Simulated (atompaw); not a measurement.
# krypton PAW (atompaw): all-electron and pseudo phase curves

atompaw 4.2.0.5 input, output lines left out:

```
Kr 36
GGA-PBE scalarrelativistic loggrid 1500 logderivrange -4 5 226
4 4 3 0 0 0
4 1 5
0 0 0
c
c
c
v
c
c
v
c
2
1.60 1.40 1.20 1.25
y
1.35
n
y
-0.35
n
y
0.05
n
custom rrkj vanderbiltortho sinc
3 0.5 troulliermartins
1.40
1.40
1.45
1.60
1.60
```

The phase is arctan(r·u′/u) with u = r·R(r), unwrapped; energies in Ry, scanned from -4 to 5 Ry. A pole is an energy at which the radial function vanishes at the test radius. The pseudo phase is shifted by a multiple of π to meet the all-electron one at the reference energy, and phase errors are pseudo minus all-electron; the curves can meet again beyond the range given. Levels narrower than the energy grid can be missing from the lists of poles.

Q: For each channel, where are the poles, and over which energies does the pseudopotential scatter like the atom?

A:

```csv
channel,radius (bohr),reference energy (Ry),"poles, all-electron","poles, pseudo",unbroken range about the reference energy with phases within 0.05 rad,phase error 1 Ry above the reference energy (rad)
s,1.61,-2.50,1.73,"-3.34, 1.73",above -3.3,-0.000
p,1.61,-1.44,3.85,3.91,the whole range,-0.000
d,1.61,0.05,none,none,below 1.4,-0.026
```

Note: ghost state, extra bound levels that the all-electron valence spectrum of the same l lacks: s at -45.3 eV. A true bound ghost makes a file unfit for plane-wave use.

Phases in the d channel:

```
E (Ry)  all-electron  pseudo
 -4.00         1.261   1.243
 -3.52         1.238   1.222
 -3.04         1.211   1.198
 -2.56         1.179   1.167
 -2.08         1.139   1.129
 -1.60         1.089   1.081
 -1.12         1.022   1.017
 -0.64         0.931   0.929
 -0.16         0.800   0.800
  0.32         0.604   0.603
  0.80         0.305   0.293
  1.28        -0.101  -0.144
  1.76        -0.517  -0.594
  2.24        -0.834  -0.926
  2.72        -1.046  -1.141
  3.20        -1.185  -1.283
  3.68        -1.282  -1.383
  4.16        -1.353  -1.460
  4.64        -1.407  -1.524
```
